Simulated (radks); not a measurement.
The lanthanum ion La2+ inside a hard spherical wall (all orbitals vanish at R), configuration held at [Xe] 5d1 and not refilled when levels cross. Method: scalar-relativistic Kohn-Sham, PBE, spin-polarised, spherical densities, finite nucleus; open shells are filled with parallel spins first (spin-orbit coupling, left out, can overturn this in heavy ions); Fermi nuclear charge, rms radius 4.855 fm; computed with a radial shooting solver on a logarithmic mesh with Libxc functionals. Eigenvalues in eV for spin up, with the zero of energy where the potential of the charges vanishes at infinity; a dash marks a level that is unbound or too diffuse for the functional's potential to be trusted. A positive occupied level is held by the wall or, in an anion where self-interaction has pushed it up, behind a barrier. The pressure on the wall is -dE/dV.

| R (bohr) | E (hartree) | kinetic (hartree) | e(4d) | e(5s) | e(5p) | e(4f, empty) | e(5d) | e(6s, empty) | pressure (GPa) |
|---|---|---|---|---|---|---|---|---|---|
| free | -8492.2987 | 8982.141 | -116.57 | -51.687 | -35.158 | -17.040 | -15.012 | -13.753 | 0 |
| 20 | -8492.2987 | 8982.141 | -116.57 | -51.687 | -35.158 | -17.040 | -15.012 | -13.753 | < 0.0001 |
| 15 | -8492.2987 | 8982.141 | -116.57 | -51.687 | -35.158 | -17.040 | -15.012 | -13.753 | < 0.0001 |
| 12 | -8492.2987 | 8982.141 | -116.57 | -51.687 | -35.158 | -17.040 | -15.012 | -13.753 | < 0.0001 |
| 10 | -8492.2987 | 8982.141 | -116.57 | -51.686 | -35.157 | -17.039 | -15.011 | -13.748 | 0.000367 |
| 8 | -8492.2985 | 8982.144 | -116.55 | -51.670 | -35.143 | -17.022 | -14.993 | -13.666 | 0.0156 |
| 7 | -8492.2974 | 8982.153 | -116.50 | -51.627 | -35.103 | -16.975 | -14.934 | -13.425 | 0.0961 |
| 6 | -8492.2927 | 8982.189 | -116.34 | -51.491 | -34.978 | -16.823 | -14.719 | -12.620 | 0.602 |
| 5 | -8492.2696 | 8982.345 | -115.83 | -51.078 | -34.586 | -16.338 | -13.952 | -10.021 | 4.48 |
| 3 | -8490.9528 | 8989.656 | -105.03 | -42.508 | -24.739 | -6.064 | 2.197 | 33.578 | 766 |
| 1.5 | -8436.9104 | 9179.530 | -5.795 | 134.07 | 177.12 | 103.64 | 242.44 | 553.81 | 174000 |
